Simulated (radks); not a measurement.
Results of a calculation; reference values are marked as such.
Problem. These are the eigenvalues of the occupied orbitals of an atom or ion with whole-number occupations (eV). Level of theory: scalar-relativistic Kohn-Sham, LDA (Slater exchange, Perdew-Wang correlation), spin-unpolarised, spherical densities, point nucleus (a radial shooting solver on a logarithmic mesh with Libxc functionals).

| orbital | eigenvalue |
|---|---|
| 1s | -26430.51 |
| 2s | -6189.009 |
| 2p | -5948.247 |

Which element is it, and in what charge state? The configuration may be excited.

Solution. Z = 45, rhodium, charge +40: Rh40+ in [He] 2s2 2p1. The list shows which subshells hold electrons but not how many an open one holds; the 1s level, -971.3 hartree, gives Z - s = 44.1 by -(Z - s)^2/2, which with screening and relativity narrows Z to a few neighbours, and the depths of the outer levels then fix element, charge and occupations together.
